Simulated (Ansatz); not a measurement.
The first iterations of a band of C2H8N2Si (13 atoms, charge 0, multiplicity 1).

All numbers below come from Ansatz 0.2.0, RKS PBE-D4/def2-mTZVP.

| Item | Value |
| --- | --- |
| movable images | 9 |
| climbing image | yes |
| spring | 5.0 eV/Å² |
| optimiser | quadratic models (default) |
| start path | through a guess of the saddle point |
| force threshold | 0.05 eV/Å |
| iteration limit | 60 |
| end points | relaxed |

First end point:

```xyz
13
Properties=species:S:1:pos:R:3
N -1.978 -0.666 1.390
C -0.772 -0.237 1.314
C 0.281 -0.969 0.556
Si 0.561 -0.194 -1.162
N 0.897 1.512 -1.006
H -2.558 -0.006 1.932
H -0.439 0.714 1.776
H -0.021 -2.018 0.413
H 1.242 -0.935 1.094
H 1.776 -0.798 -1.797
H -0.647 -0.524 -1.994
H 1.549 1.929 -1.668
H 0.128 2.159 -0.833
```

Last end point:

```xyz
13
Properties=species:S:1:pos:R:3
N -1.686 -0.313 1.560
C -0.553 0.261 1.223
C 0.425 -0.682 0.652
Si 0.565 -0.141 -1.178
N 1.145 1.494 -1.161
H -2.465 0.242 1.914
H -1.872 -1.336 1.501
H 0.187 -1.771 0.731
H 1.432 -0.493 1.055
H 1.564 -0.988 -1.908
H -0.775 -0.398 -1.819
H 1.397 1.962 -2.029
H 0.658 2.127 -0.526
```

| iteration | highest image above the first end (eV) | largest band force component (eV/Å) |
| --- | --- | --- |
| 1 | 11.438 | 64.168 |
| 2 | 4.682 | 8.630 |
| 3 | 3.937 | 5.897 |
| 4 | 3.431 | 2.266 |
| 5 | 3.661 | 2.707 |
| 6 | 3.804 | 1.627 |

**Question.** Does the band converge within its limit, and where does its top end?

**Answer.** It converged. It ended after 18 iterations with the highest image 3.703 eV above the first end. Neighbouring images differ by up to 2.1 eV, so the band resolves the path poorly. A vibrational analysis at the climbing image gives one clearly imaginary mode, 1493i cm⁻¹: a first-order saddle point. The orbitals stay closed-shell, which can raise the energy where a bond breaks towards radicals; this wasn't checked here.

The run took 4.4 min on 2 threads of Intel(R) Xeon(R) Platinum 8488C (Sapphire Rapids) (shared host), peak memory 0.18 GiB.
